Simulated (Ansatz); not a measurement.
Consider the hydrogenolysis of a Ga–F bond: `[NH2][Ga]([F])[O][SiH3]` + H₂ → `[NH2][GaH][O][SiH3]` + H–F.

Isolated molecules relaxed with PBE0-D4/def2-TZVP in Ansatz; ΔE leaves out vibrations. CCSD(T)/CBS is the MP2 limit (def2-TZVPP, def2-QZVPP) plus CCSD(T) − MP2 in def2-TZVPP, frozen cores. This one scheme is used for every species. Functionals use def2-TZVPP. For Ga outer-core shells are correlated without core-valence functions, which leaves a few kJ/mol of doubt a bond. Scalar relativity is left out up to krypton. Each species was taken in one conformer, which may not be the lowest.

```json
{"level": "PBE-D4", "ΔE (eV)": "0.57"}
{"level": "ωB97X-V", "ΔE (eV)": "0.64"}
{"level": "PBE-QIDH", "ΔE (eV)": "0.59"}
{"level": "r2SCAN", "ΔE (eV)": "0.66"}
{"level": "CCSD/def2-SVP", "ΔE (eV)": "0.74"}
{"level": "HF/def2-QZVPP", "ΔE (eV)": "0.65"}
{"level": "MP2/def2-QZVPP", "ΔE (eV)": "0.64"}
{"level": "CCSD/CBS(def2)", "ΔE (eV)": "0.56"}
```

(1) What does CCSD(T)/CBS give? (Estimate.)

(2) What do rigid-rotor, harmonic-oscillator terms from PBE0-D4/def2-TZVP frequencies (298.15 K, 1 bar) make of the CCSD(T)/CBS value? (Best estimate.)

Largest T1 diagnostic among the species: 0.013.

Results:

(1) Computed: +0.58 eV. The listed levels differ from it by -0.01, 0.06, 0.01, 0.08, 0.16, 0.07, 0.06, -0.02 eV.

(2) The calculation gave: ΔZPE = +0.11 eV, ΔH = +0.66 eV, ΔS = 20 J/(mol·K), ΔG = +0.60 eV. Modes under 50 cm⁻¹ make the entropy rough.

From r2SCAN to r2SCAN0 (25 % exact exchange), in def2-TZVPP and without D4, ΔE moves by −0.05 eV. Leaving LDA and LC-ωPBE aside and taking each functional with its dispersion term where it has one, the values, not all of them listed here, spread over 0.12 eV, from PBE0-D4 to r2SCAN-D4. LDA lies −0.09 eV from PBE without D4. At CCSD(T), def2-SVP lies +0.18 eV from the extrapolated value and def2-TZVPP +0.05 eV.
